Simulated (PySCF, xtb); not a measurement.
Se(OH)(SMe) (CH₄OSSe), SMILES O[Se]SC. One conformer was computed; it need not be the lowest.

Harmonic wavenumbers (cm⁻¹) from GFN2-xTB in xtb 6.7.1 at its own minimum, in rising order: 86, 112, 184, 212, 296, 386, 545, 698, 937, 941, 964, 1310, 1440, 1444, 3037, 3047, 3063, 3554.

Problem. What does PBE0-D3(BJ)/def2-SVP (PySCF) give at its own minimum? (An estimate is asked for; the answer gives what the named calculation found.)

Solution. 101, 139, 207, 234, 409, 411, 648, 715, 959, 962, 1097, 1319, 1432, 1449, 3065, 3182, 3199, 3842. Paired by order, the mean absolute difference is 63 cm⁻¹ and the zero-point energies are 31.8 and 33.4 kcal/mol.
